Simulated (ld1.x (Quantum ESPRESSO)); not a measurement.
## Cutoff test, ruthenium, RRKJ

```
Element                 : ruthenium (Ru)
Generator               : ld1.x (Quantum ESPRESSO) 7.5
Type                    : norm-conserving RRKJ (Kleinman–Bylander form)
Functional              : LDA (PZ)
Relativity              : scalar-relativistic
Frozen core             : [Ar] 3d10
Valence charge          : 16
Reference configuration : 4s2 4p6 4d7 5s1 5p0
Partial waves           : 4s (bound): rc 1.35 bohr; 4p (bound): rc 1.95 bohr; 4d (bound): rc 1.75 bohr
Local potential         : all-electron potential smoothed inside 1.00 bohr (lloc = -2)
Core correction         : none
```

Occupied shells without a wave of their own: 5s. They enter only through the test configuration that unscreens the potential.

The pseudo-atom Hamiltonian at the reference potential is diagonalised in spherical Bessel functions j_l(qr) that vanish at 20 bohr, with q² up to the cutoff. All-electron valence levels (Ry): 4s -5.6183, 5s -0.3321, 4p -3.4198, 5p -0.0761, 4d -0.3971.

Q: How do the lowest levels (Ry) of each channel move with the cutoff, and are there ghosts?

A:

| cutoff (Ry) | s #1 | s #2 | s #3 | p #1 | p #2 | p #3 | d #1 | d #2 | f #1 | Σ f·Δε (mRy) |
| --- | --- | --- | --- | --- | --- | --- | --- | --- | --- | --- |
| 8 | -4.8444 | -0.2917 | 0.0153 | -2.3533 | -0.0338 | 0.0662 | 0.0381 | 0.0925 | 0.1105 | 11044.3 |
| 12 | -4.8581 | -0.3033 | 0.0139 | -2.9891 | -0.0553 | 0.0584 | -0.0312 | 0.0705 | 0.1105 | 6705.7 |
| 18 | -5.0010 | -0.3058 | 0.0137 | -3.3376 | -0.0715 | 0.0540 | -0.1998 | 0.0638 | 0.1105 | 3145.8 |
| 21 | -5.1006 | -0.3099 | 0.0133 | -3.3851 | -0.0747 | 0.0532 | -0.2627 | 0.0629 | 0.1105 | 2217.1 |
| 30 | -5.3559 | -0.3241 | 0.0120 | -3.4189 | -0.0782 | 0.0524 | -0.3627 | 0.0618 | 0.1105 | 789.6 |
| 40 | -5.5498 | -0.3373 | 0.0108 | -3.4198 | -0.0787 | 0.0523 | -0.3947 | 0.0616 | 0.1105 | 159.3 |
| 50 | -5.6064 | -0.3416 | 0.0104 | -3.4198 | -0.0789 | 0.0522 | -0.3970 | 0.0616 | 0.1105 | 25.3 |
| 60 | -5.6166 | -0.3424 | 0.0103 | -3.4198 | -0.0789 | 0.0522 | -0.3971 | 0.0615 | 0.1105 | 3.9 |
| 70 | -5.6176 | -0.3425 | 0.0103 | -3.4198 | -0.0789 | 0.0522 | -0.3971 | 0.0615 | 0.1105 | 1.6 |
| 90 | -5.6180 | -0.3425 | 0.0103 | -3.4198 | -0.0790 | 0.0522 | -0.3971 | 0.0615 | 0.1105 | 0.9 |
| 110 | -5.6183 | -0.3425 | 0.0103 | -3.4198 | -0.0790 | 0.0522 | -0.3971 | 0.0615 | 0.1105 | 0.3 |
| 400 | -5.6184 | -0.3425 | 0.0103 | -3.4198 | -0.0790 | 0.0522 | -0.3971 | 0.0615 | 0.1105 | 0.0 |

Result: no extra level below or beside the all-electron valence levels (s, p, d, f tested); 10 mRy is reached at 60 Ry and 1 mRy at 90 Ry.

Its largest configuration-test error is -483 meV.
